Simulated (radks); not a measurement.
Results of a calculation; reference values are marked as such.
Task: The mean radii <r> (bohr) of the occupied orbitals of an atom or ion are listed with their occupations. Code: a radial shooting solver on a logarithmic mesh with Libxc functionals. Model: scalar-relativistic Kohn-Sham, SCAN, spin-unpolarised, spherical densities, finite nucleus; meta-GGA in the generalised Kohn-Sham scheme; Fermi nuclear charge, rms radius of each element as measured or else 0.836 A^(1/3) + 0.57 fm.

orbital  occ.      <r>
1s          2  0.01804
2s          2  0.07618
2p          6  0.06834
3s          2   0.1972
3p          6   0.1978
3d         10   0.1794
4s          2   0.4404
4p          6   0.4682
4d         10   0.4999
5s          2    1.033
5p          6    1.196
4f         14   0.5793
5d          4    1.671

Name the element and its charge.

Result: Z = 75, rhenium, charge +3: Re3+ in [Xe] 4f14 5d4. The 1s radius gives Z: for a bare nucleus <r> = (2 gamma + 1)/(2Z) with gamma = sqrt(1 - (Z/c)^2), 0.01783 bohr for Z = 75, and screening makes it slightly larger (0.01804 here). The occupations add up to 72, and the charge is Z minus that.
